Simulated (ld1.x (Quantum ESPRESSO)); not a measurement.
**How hard is this N TM potential?**

ld1.x (Quantum ESPRESSO) 7.5 input, shortened:

```
&input
   title='N', zed=7., rel=1, dft='PBE', iswitch=3,
   config='[He] 2s2 2p3'
 /
 &inputp
   pseudotype=2, tm=.true., lloc=-1, rcloc=1.25,
   nlcc=.false.
 /
2
2S  1  0   2.00   0.00  1.00  1.00  0.0
2P  2  1   3.00   0.00  2.05  2.05  0.0
 &test
   configts(1)='2s2 2p3'
 /
```

The pseudo-atom Hamiltonian at the reference potential is diagonalised in spherical Bessel functions j_l(qr) that vanish at 20 bohr, with q² up to the cutoff. All-electron valence levels (Ry): 2s -1.3658, 2p -0.5211.

Question: How do the lowest levels (Ry) of each channel move with the cutoff, and are there ghosts?

Answer:

| cutoff (Ry) | s #1 | s #2 | p #1 | d #1 | d #2 | f #1 | Σ f·Δε (mRy) |
| --- | --- | --- | --- | --- | --- | --- | --- |
| 8 | -1.2431 | -0.0102 | -0.1535 | 0.0768 | 0.1803 | 0.1195 | 1348.0 |
| 18 | -1.2766 | -0.0111 | -0.4383 | 0.0768 | 0.1802 | 0.1195 | 427.1 |
| 40 | -1.3549 | -0.0136 | -0.5209 | 0.0768 | 0.1802 | 0.1195 | 22.5 |
| 60 | -1.3631 | -0.0138 | -0.5210 | 0.0768 | 0.1802 | 0.1195 | 5.6 |
| 110 | -1.3649 | -0.0139 | -0.5211 | 0.0768 | 0.1802 | 0.1195 | 1.9 |
| 180 | -1.3658 | -0.0139 | -0.5211 | 0.0768 | 0.1802 | 0.1195 | 0.2 |
| 400 | -1.3658 | -0.0139 | -0.5211 | 0.0768 | 0.1802 | 0.1195 | 0.0 |

Result: no extra level below or beside the all-electron valence levels (s, p, d, f tested); 10 mRy is reached at 50 Ry and 1 mRy at 140 Ry.

Its largest configuration-test error is +3037 meV.
